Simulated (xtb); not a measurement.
C3H12OSi2, SMILES C[SiH2][C@@H](CO)[SiH3]. All values are semi-empirical tight-binding results from xtb (GFN2-xTB unless named), good for trends rather than for accurate numbers. The structure is a stationary point at GFN2-xTB. The structure was generated by enumeration; whether it is a known compound was not checked. One conformer was computed; it need not be the lowest.

Optimised geometry:

Bonded distances (Å): C1–Si2 1.893, C1–H7 1.086, C1–H8 1.085, C1–H9 1.085, Si2–C3 1.910, Si2–H10 1.476, Si2–H11 1.472, C3–Si4 1.906, C3–C5 1.529, C3–H12 1.096, Si4–H13 1.464, Si4–H14 1.466, Si4–H15 1.465, C5–O6 1.408, C5–H16 1.100, C5–H17 1.094, O6–H18 0.962. Angles (°): Si2–C1–H7 111.6, Si2–C1–H8 111.5, Si2–C1–H9 110.5, H7–C1–H8 107.7, H7–C1–H9 107.6, H8–C1–H9 107.7, C1–Si2–C3 110.7, C1–Si2–H10 108.2, C1–Si2–H11 110.4, C3–Si2–H10 110.9, C3–Si2–H11 109.0, H10–Si2–H11 107.5, Si2–C3–Si4 113.8, Si2–C3–C5 111.3, Si2–C3–H12 107.6, Si4–C3–C5 109.9, Si4–C3–H12 107.2, C5–C3–H12 106.7, C3–Si4–H13 109.7, C3–Si4–H14 109.6, C3–Si4–H15 109.8, H13–Si4–H14 109.0, H13–Si4–H15 109.7, H14–Si4–H15 109.1, C3–C5–O6 114.0, C3–C5–H16 109.7, C3–C5–H17 110.5, O6–C5–H16 110.2, O6–C5–H17 104.4, H16–C5–H17 107.8, C5–O6–H18 109.0.

- orbital gap: 5.42 eV
- dipole moment: 1.98 D
- zero-point energy: 85.0 kcal/mol
- G − E(el) at 298.15 K (modified RRHO): 62.7 kcal/mol
- static polarisability (D4 model): 100.5 bohr³
- solvation energy, GFN2-xTB/ALPB(water): -2.9 kcal/mol
- solvation energy, GFN2-xTB/ALPB(acetonitrile): -5.5 kcal/mol

**Question.** Give the atomic charges and the Wiberg bond orders between heavy atoms. (An estimate is asked for; the answer gives what the named calculation found.)

**Answer.** charges (e) C1 -0.21, Si2 0.46, C3 -0.24, Si4 0.45, C5 0.08, O6 -0.45, H7 0.03, H8 0.03, H9 0.02, H10 -0.10, H11 -0.10, H12 0.02, H13 -0.10, H14 -0.10, H15 -0.10, H16 -0.01, H17 0.03, H18 0.28. Bond orders C1–Si2 0.91, Si2–C3 0.88, C3–Si4 0.89, C3–C5 1.02, C5–O6 1.00.
